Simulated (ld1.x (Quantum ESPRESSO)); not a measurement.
Scattering properties, TM potential for Mg

```
Element                 : magnesium
Generator               : ld1.x (Quantum ESPRESSO) 7.5
Type                    : norm-conserving Troullier–Martins (Kleinman–Bylander form)
Functional              : LDA (PZ)
Relativity              : scalar-relativistic
Frozen core             : [He] 2s2
Valence charge          : 8
Reference configuration : 2p6 3s2 3p0
Partial waves           : 3s (bound): rc 1.90 bohr; 2p (bound): rc 1.05 bohr; 3d channel at 0.15 Ry: rc 1.65 bohr
Local potential         : all-electron potential smoothed inside 0.95 bohr (lloc = -1)
Core correction         : none
```

The phase is arctan(r·u′/u) with u = r·R(r), unwrapped; energies in Ry, scanned from -5 to 5 Ry. A pole is an energy at which the radial function vanishes at the test radius. The pseudo phase is shifted by a multiple of π to meet the all-electron one at the reference energy, and phase errors are pseudo minus all-electron; the curves can meet again beyond the range given. Levels narrower than the energy grid can be missing from the lists of poles.

```
channel  radius (bohr)  reference energy (Ry)  poles, all-electron  poles, pseudo  unbroken range about the reference energy with phases within 0.05 rad  phase error 1 Ry above the reference energy (rad)
      s           2.06                  -0.35                 3.77    -1.75, 3.73                                                             above -1.5                                             +0.014
      p           2.06                  -3.43          -3.37, 4.47    -3.37, 4.65                                                              below 0.9                                             +0.000
      d           2.06                   0.15                 4.38           4.41                                                        the whole range                                             +0.000
```

Note: ghost state, extra bound levels that the all-electron valence spectrum of the same l lacks: s at -24.1 eV. A true bound ghost makes a file unfit for plane-wave use.

Phases in the d channel:

```csv
E (Ry),all-electron,pseudo
-5.00,1.365,1.365
-4.48,1.355,1.355
-3.96,1.343,1.343
-3.44,1.329,1.329
-2.92,1.313,1.313
-2.40,1.292,1.292
-1.88,1.267,1.267
-1.36,1.234,1.234
-0.84,1.188,1.188
-0.32,1.121,1.121
0.20,1.013,1.013
0.72,0.813,0.813
1.24,0.380,0.381
1.76,-0.407,-0.406
2.28,-1.000,-0.998
2.80,-1.273,-1.272
3.32,-1.415,-1.413
3.84,-1.504,-1.501
4.36,-1.568,-1.565
4.88,-1.621,-1.617
```
